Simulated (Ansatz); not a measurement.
Ansatz (a quantum-chemistry and plane-wave program) input file for C4H4BN, SMILES C#CB(N)C#C, r2SCAN-D4/def2-SVP. 

Ansatz 0.2 input:
```yaml
crystal:
  periodic: [false, false, false]
  atoms:
    - {symbol: C, position_ang: [0.00000000, -2.34919635, -0.98085018]}
    - {symbol: C, position_ang: [-0.00000000, -1.31570556, -0.36573225]}
    - {symbol: B, position_ang: [0.00000000, -0.00000000, 0.40056994]}
    - {symbol: N, position_ang: [0.00000000, 0.00000000, 1.78881566]}
    - {symbol: C, position_ang: [-0.00000000, 1.31570556, -0.36573225]}
    - {symbol: C, position_ang: [-0.00000000, 2.34919635, -0.98085017]}
    - {symbol: H, position_ang: [-0.00000000, -3.25081823, -1.52294870]}
    - {symbol: H, position_ang: [-0.00000000, -0.84125162, 2.34016361]}
    - {symbol: H, position_ang: [0.00000000, 0.84125163, 2.34016362]}
    - {symbol: H, position_ang: [0.00000000, 3.25081823, -1.52294871]}
basis:
  gaussian:
    orbitals: def2-SVP
hamiltonian:
  xc: r2scan
  dispersion: d4
relax: {f_tol: 0.002, max_steps: 200}
```

Program output:

```
WARN ansatz: RAYON_NUM_THREADS=2 ignored (pool sized by the plan → 2); use --threads N
Functional definition: r2SCAN
integrals: 0.05 GiB planned
1190 factors; their error is unknown
mean field: 0.29 GiB planned
mean field evaluation 1: about -6357.9410 eV, gradient 6.6e1 eV
mean field evaluation 2: about -6349.2609 eV, gradient 8.8e1 eV
mean field evaluation 4: about -6368.4141 eV, gradient 1.0e1 eV
mean field evaluation 8: about -6368.6795 eV, gradient 1.9e-1 eV
mean field evaluation 16: about -6368.6407 eV, gradient 4.2e-4 eV
mean field -6368.64065674 eV, -234.0432273153 hartree, gradient 8.8e-6 eV, S^2 0.000000; 0 other end points of the search recorded, 0 dependent functions left out
the calculation of the forces begins
reference -6368.64066678 eV, -234.0432276844 hartree; 20, 20 occupied and 84, 84 virtual orbitals, 1190 factors
relax step   1: F+E_penalty+E_count = -6368.69172224 eV  Δ(F+E_penalty+E_count) = +0.000e0 eV  max|allowed force component| = 1.259e0 eV/Å  Δτ_max = 0.0000 Å  (30 SCF iters, accepted)
these checks for a lower state are left out or cut short: starts, cluster_reference, orbital_swaps, neighbouring_geometries, increment
integrals: 0.05 GiB planned
1190 factors; their error is unknown
mean field: 0.29 GiB planned
mean field -6368.71169337 eV, -234.0458378634 hartree, gradient 9.8e-6 eV, S^2 0.000000; 0 other end points of the search recorded, 0 dependent functions left out
the calculation of the forces begins
reference -6368.71170342 eV, -234.0458382327 hartree; 20, 20 occupied and 84, 84 virtual orbitals, 1190 factors
relax step   2: F+E_penalty+E_count = -6368.76239280 eV  Δ(F+E_penalty+E_count) = -7.067e-2 eV  max|allowed force component| = 2.099e-1 eV/Å  Δτ_max = 0.0486 Å  (34 SCF iters, accepted)
these checks for a lower state are left out or cut short: starts, cluster_reference, orbital_swaps, neighbouring_geometries, increment
integrals: 0.05 GiB planned
1190 factors; their error is unknown
mean field: 0.29 GiB planned
mean field evaluation 32: about -6368.7140 eV, gradient 7.2e-4 eV
mean field -6368.71404751 eV, -234.0459243766 hartree, gradient 1.0e-5 eV, S^2 0.000000; 0 other end points of the search recorded, 0 dependent functions left out
the calculation of the forces begins
reference -6368.71405757 eV, -234.0459247461 hartree; 20, 20 occupied and 84, 84 virtual orbitals, 1190 factors
relax step   3: F+E_penalty+E_count = -6368.76468059 eV  Δ(F+E_penalty+E_count) = -2.288e-3 eV  max|allowed force component| = 8.003e-2 eV/Å  Δτ_max = 0.0101 Å  (34 SCF iters, accepted)
these checks for a lower state are left out or cut short: starts, cluster_reference, orbital_swaps, neighbouring_geometries, increment
integrals: 0.05 GiB planned
1190 factors; their error is unknown
mean field: 0.29 GiB planned
mean field -6368.71418628 eV, -234.0459294762 hartree, gradient 1.3e-5 eV, S^2 0.000000; 0 other end points of the search recorded, 0 dependent functions left out
the calculation of the forces begins
reference -6368.71419633 eV, -234.0459298457 hartree; 20, 20 occupied and 84, 84 virtual orbitals, 1190 factors
relax step   4: F+E_penalty+E_count = -6368.76481044 eV  Δ(F+E_penalty+E_count) = -1.298e-4 eV  max|allowed force component| = 3.663e-2 eV/Å  Δτ_max = 0.0024 Å  (25 SCF iters, accepted)
these checks for a lower state are left out or cut short: starts, cluster_reference, orbital_swaps, neighbouring_geometries, increment
integrals: 0.05 GiB planned
1190 factors; their error is unknown
mean field: 0.29 GiB planned
mean field -6368.71423587 eV, -234.0459312985 hartree, gradient 1.0e-5 eV, S^2 0.000000; 0 other end points of the search recorded, 0 dependent functions left out
the calculation of the forces begins
reference -6368.71424592 eV, -234.0459316679 hartree; 20, 20 occupied and 84, 84 virtual orbitals, 1190 factors
relax step   5: F+E_penalty+E_count = -6368.76486291 eV  Δ(F+E_penalty+E_count) = -5.247e-5 eV  max|allowed force component| = 1.795e-3 eV/Å  Δτ_max = 0.0030 Å  (26 SCF iters, accepted)
integrals: 0.05 GiB planned
1190 factors; their error is unknown
mean field: 0.29 GiB planned
mean field evaluation 64: about -6368.7142 eV, gradient 7.0e-4 eV
mean field -6368.71423587 eV, -234.0459312985 hartree, gradient 1.0e-5 eV, S^2 0.000000; 1 other end points of the search recorded, 0 dependent functions left out
the calculation of the forces begins
reference -6368.71424592 eV, -234.0459316679 hartree; 20, 20 occupied and 84, 84 virtual orbitals, 1190 factors
Total energy: -6368.76487297 eV, -234.0477921777 hartree
Atom 0 at    -0.000000    -2.386644    -0.983708 Å, force     0.000000    -0.000340     0.000560 eV/Å
Atom 1 at     0.000000    -1.333473    -0.365219 Å, force    -0.000000    -0.001404     0.000520 eV/Å
Atom 2 at     0.000000    -0.000000     0.400303 Å, force     0.000000     0.000000    -0.001795 eV/Å
Atom 3 at     0.000000     0.000000     1.800704 Å, force     0.000000    -0.000000     0.000815 eV/Å
Atom 4 at     0.000000     1.333473    -0.365219 Å, force    -0.000000     0.001404     0.000520 eV/Å
Atom 5 at    -0.000000     2.386644    -0.983708 Å, force     0.000000     0.000340     0.000560 eV/Å
Atom 6 at    -0.000000    -3.311126    -1.532798 Å, force    -0.000000     0.000292    -0.000266 eV/Å
Atom 7 at    -0.000000    -0.853250     2.346547 Å, force    -0.000000     0.000840    -0.000324 eV/Å
Atom 8 at    -0.000000     0.853250     2.346547 Å, force    -0.000000    -0.000840    -0.000324 eV/Å
Atom 9 at    -0.000000     3.311126    -1.532798 Å, force    -0.000000    -0.000292    -0.000266 eV/Å
Dipole moment:     0.000000     0.000000     0.356732 e Å
```

The run converged.

Cost: about 21 core-seconds (a rough figure).
